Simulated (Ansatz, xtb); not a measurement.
Relative energy of two isomers of Cl3H3SiSn

Structure a is `Cl[Si](Cl)(Cl)[SnH3]`, a singlet and structure b is `[SiH3][Sn]([Cl])([Cl])[Cl]`, a singlet. Both are isolated molecules in the gas phase, relaxed with PBE0-D4/def2-SVP.

Estimate E(b) − E(a) at the level CCSD(T)/def2-SVP + ΔMP2/def2-TZVPP.

Not settled: CCSD(T)/def2-SVP + ΔMP2/def2-TZVPP gives E(b) − E(a) = +7.40 kJ/mol, but this leans on the basis-set step: CCSD(T) alone gives −15.14 kJ/mol.

The same difference at several levels:

```
                             level          geometry  E(b) − E(a) (kJ/mol)  departure from the last row (kJ/mol)  job, with rough time for the two
                          GFN2-xTB          GFN2-xTB                  −86.23                                −93.63              optimisation, 0.31 s
                         HF/STO-3G          GFN2-xTB                 −168.89                               −176.29               single point, 2.1 s
                r2SCAN-D4/def2-SVP          GFN2-xTB                  −23.51                                −30.91               single point, 5.8 s
                  PBE0-D4/def2-SVP  PBE0-D4/def2-SVP                   −2.91                                −10.31                optimisation, 47 s
                       HF/def2-SVP  PBE0-D4/def2-SVP                  −34.47                                −41.87           part of the CCSD(T) run
                      MP2/def2-SVP  PBE0-D4/def2-SVP                  −12.05                                −19.45           part of the CCSD(T) run
                  CCSD(T)/def2-SVP  PBE0-D4/def2-SVP                  −15.14                                −22.54                      single point
CCSD(T)/def2-SVP + ΔMP2/def2-TZVPP  PBE0-D4/def2-SVP                   +7.40                                                      single point, 68 s
```

As drawn, b has 3 Cl–Sn, 3 Si–H in place of 3 Cl–Si, 3 Sn–H.

GFN2-xTB, HF/STO-3G, r2SCAN-D4/def2-SVP, PBE0-D4/def2-SVP, HF/def2-SVP, MP2/def2-SVP, CCSD(T)/def2-SVP put the two in the other order. The largest departure from CCSD(T)/def2-SVP + ΔMP2/def2-TZVPP is that of HF/STO-3G, 176.29 kJ/mol. A small imaginary or near-zero mode remains, so no thermal terms are given. The last row adds to CCSD(T) the change of the MP2 difference between the two basis sets, here +22.54 kJ/mol, a large step that makes the value less sure.

The correlated steps freeze 24 core orbitals; the filled d shell of Sn is correlated, in a basis made for valence electrons. Atoms past krypton carry core potentials in the def2 sets, other sets are all-electron and non-relativistic, and no spin–orbit term is included. Run with Ansatz 0.2.0, xtb 6.7.1; the last row on 2 threads of Intel(R) Xeon(R) Platinum 8259CL CPU @ 2.50GHz (Skylake/Cascade Lake) on a shared host.
